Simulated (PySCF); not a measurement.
Working out the ionisation energy of Nb⁺

Nb⁺ [Kr] 4d4 (5D) → Nb²⁺ [Kr] 4d3 (4F). All numbers are calculated (PySCF 2.14, scalar relativity through the core potential, in def2-TZVPPD with the def2 core potential (28 electrons)). Frozen: nothing. Energies in hartree (1 hartree = 27.21139 eV):

```tsv
part	Nb⁺ (lower)	Nb²⁺ (upper)
UHF	-56.108550	-55.628564
CCSD correlation	-0.285635	-0.254216
(T)	-0.006816	-0.005093
```

**Question.** What does Hartree-Fock give?

**Answer.** (-55.628564) − (-56.108550) = 0.479986 hartree = 13.061 eV.

**Question.** What do CCSD and CCSD(T) give?

**Answer.** The CCSD correlation energies differ by 0.031419 hartree = 0.855 eV and the triples by 0.001723 hartree = 0.047 eV, so CCSD gives 13.916 eV and CCSD(T) 13.963 eV.

Reference: 14.32 eV (semi-empirical (NIST evaluation); NIST Atomic Spectra Database, ionization energies), between the lowest levels; spin-orbit coupling is absent from the calculation.

What remains against the reference includes basis incompleteness and higher excitations.
